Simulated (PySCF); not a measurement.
Run record: EPR job, `C=C[CH]Cc1ncc[nH]1` [radical].

Computed with UKS B3LYP, pcH-1 on C H N, non-relativistic, mean-field spin-orbit, GIAO (PySCF 2.14.0). Geometry: GFN2-xTB. The command runs a driver script over a list of jobs; the input below is this job's line of settings and its coordinates in Å.

Command:
```bash
OMP_NUM_THREADS=1 python probes_run.py task.json out
```

Input:
```
{"job": {"kind": "epr", "basis": "pcH-1"}, "charge": 0, "multiplicity": 2}
C     -3.228566     0.750772    -0.461090
C     -2.269542     0.103091     0.270518
C     -1.237706    -0.632299    -0.273177
C     -0.168150    -1.278498     0.533603
C      1.135647    -0.579972     0.311997
N      2.288998    -1.145391     0.079534
C      3.185611    -0.132443    -0.057553
C      2.560903     1.070874     0.087347
N      1.246763     0.775525     0.324716
H     -3.218046     0.719182    -1.536408
H     -4.019849     1.303236     0.010572
H     -2.324518     0.164910     1.352069
H     -1.152206    -0.708724    -1.347302
H     -0.423676    -1.254499     1.597443
H     -0.023105    -2.319530     0.235204
H      4.218448    -0.339170    -0.251006
H      2.923462     2.076622     0.042587
H      0.496774     1.432630     0.464012
```

Output:
```
UKS, coarse grid
  cycle   1  E = -381.55307948  |g| = 3.80e-01
  cycle   2  E = -381.46981278  |g| = 5.83e-01
  cycle   3  E = -381.62418704  |g| = 1.33e-01
  cycle   4  E = -381.63167992  |g| = 3.84e-02
  cycle   5  E = -381.63242114  |g| = 1.38e-02
  cycle   6  E = -381.63252284  |g| = 6.23e-03
  cycle   7  E = -381.63255476  |g| = 2.16e-03
  cycle   8  E = -381.63255940  |g| = 1.70e-03
  cycle   9  E = -381.63256088  |g| = 3.09e-04
UKS, final grid
  cycle   1  E = -381.63254110  |g| = 5.07e-04
  cycle   2  E = -381.63254076  |g| = 9.57e-04
  cycle   3  E = -381.63254123  |g| = 5.45e-05
  cycle   4  E = -381.63254123  |g| = 2.13e-05
E = -381.63254123 Eh   <S^2> = 0.7754 (exact 0.7500)
g shifts (ppm)      1          2          3
  rmc          -146       -146       -146
  gc              4         36         32
  oz_so         -16        557        631
  total        -157        448        517
hyperfine (MHz)  atom isotope    a_iso     a_fc   dipolar eigenvalues
    0   13C      54.58      54.58    -51.76    -50.01    101.76
    1   13C     -47.63     -47.63    -27.99     11.04     16.95
    2   13C      57.72      57.72    -51.89    -50.63    102.52
    3   13C     -20.41     -20.41     -1.49      0.64      0.85
    4   13C      51.77      51.77     -3.25     -2.86      6.11
    5   14N       0.66       0.66     -0.29     -0.12      0.40
    6   13C       2.28       2.28     -0.60     -0.12      0.72
    7   13C      -0.53      -0.53     -0.43     -0.05      0.48
    8   14N      -0.04      -0.04     -0.57     -0.21      0.78
    9    1H     -40.04     -40.04    -21.69     -1.63     23.32
   10    1H     -42.13     -42.13    -25.29     -0.29     25.58
   11    1H      11.58      11.58     -5.20     -1.15      6.34
   12    1H     -39.36     -39.36    -21.13     -2.26     23.39
   13    1H       2.45       2.45     -3.16     -2.60      5.76
   14    1H      59.41      59.41     -3.45     -2.62      6.07
   15    1H       0.69       0.69     -0.54     -0.39      0.93
   16    1H       0.08       0.08     -0.57     -0.41      0.98
   17    1H      -0.52      -0.52     -3.03     -1.29      4.32
```

rmc, gc and oz_so are the mass-correction, gauge-correction and orbital-Zeeman/spin–orbit parts of the g shift along its three principal axes; a_iso is the isotropic hyperfine coupling and a_fc its Fermi-contact part. The program numbers atoms from 0.

**Question.** Get g_iso from the total shifts.

**Answer.** Their mean is 269 ppm; added to g_e = 2.002319 it gives 2.00259.

**Question.** How far is ⟨S²⟩ from the pure-spin value?

**Answer.** S = 0.5 gives S(S+1) = 0.75; the run has 0.7754, 0.0254 more.

In short: ⟨S²⟩ 0.775; g_iso 2.0026.

Geometry: GFN2-xTB, one conformer, isolated molecule.

**Question.** Estimate the wall time. Hardware: one thread of an Arm Neoverse V2, shared host with 48 logical CPUs at a one-minute load of 27. And the peak memory of the process?

**Answer.** About 89 s (density and orbital grids were written too), with 0.98 GiB resident at the peak, the Python interpreter and its libraries included.
Labels such as C1 count atoms from 1, the log's own numbers from 0.
